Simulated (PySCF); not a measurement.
Species: CH8N2Si.
Structure used (PBE0-D3(BJ)/def2-SVP), in Å, numbered top down from 1:
```xyz
12
CH8N2Si angstrom
C     -1.885   -0.241    0.491
N     -0.464   -0.476    0.509
Si     0.764    0.621   -0.006
N      2.126   -0.305   -0.516
H     -2.447   -1.147    0.204
H     -2.296    0.110    1.457
H     -2.124    0.531   -0.258
H     -0.175   -1.248    1.100
H      1.346    1.547    1.024
H      0.069    1.476   -1.026
H      3.061    0.066   -0.406
H      2.066   -0.957   -1.289
```

Method used: core-valence-separated Tamm–Dancoff BHandHLYP/aug-pcX-1 (pcseg-1 on H, def2-SVPD on Si) in PySCF, non-relativistic, gas phase, PBE0-D3(BJ)/def2-SVP geometry. The energies are unshifted.

The lowest roots of each edge with f over 0.003 (five at most, numbered afresh; weaker and dark ones are left out), with transition dipoles (au) in the frame of the coordinates:

```csv
root,edge,E (eV),μx,μy,μz
1,C,286.15,0.0374,0.0032,-0.0052
2,C,286.80,0.0166,0.0486,0.0015
3,C,286.94,0.0031,-0.0201,-0.0596
4,C,287.10,-0.0214,0.0445,-0.0323
5,C,287.73,0.0053,-0.0106,-0.0188
6,N,398.94,0.0197,-0.0014,-0.0195
7,N,399.26,-0.0143,0.0259,-0.0238
8,N,399.92,-0.0309,-0.0425,-0.0208
9,N,400.15,0.0070,0.0266,0.0238
10,N,400.30,0.0233,-0.0253,0.0330
```

Q: What are the oscillator strengths?

A: f = (2/3) ΔE |μ|², with ΔE in hartree (27.2114 eV):

| root | ΔE (Eh) | \|μ\|² (au) | f | core hole on |
| --- | --- | --- | --- | --- |
| 1 | 10.5160 | 0.001436 | 0.010 | C1 |
| 2 | 10.5398 | 0.002640 | 0.019 | C1 |
| 3 | 10.5447 | 0.003966 | 0.028 | C1 |
| 4 | 10.5508 | 0.003481 | 0.024 | C1 |
| 5 | 10.5740 | 0.000494 | 0.003 | C1 |
| 6 | 14.6607 | 0.000770 | 0.008 | N4 |
| 7 | 14.6725 | 0.001442 | 0.014 | N2 |
| 8 | 14.6966 | 0.003194 | 0.031 | N4 |
| 9 | 14.7053 | 0.001323 | 0.013 | N2 |
| 10 | 14.7109 | 0.002272 | 0.022 | N4 |

Q: Molecules are fixed in this frame and the field points along x. What effective strengths 3 f cos²θ do the roots have (θ between field and μ)?

A: root 1 (C1): 0.029, root 2 (C1): 0.006, root 3 (C1): 0.000, root 4 (C1): 0.010, root 5 (C1): 0.001, root 6 (N4): 0.011, root 7 (N2): 0.006, root 8 (N4): 0.028, root 9 (N2): 0.001, root 10 (N4): 0.016. Averaged over all orientations cos²θ is 1/3, which gives f back.

One conformer stands for the species.
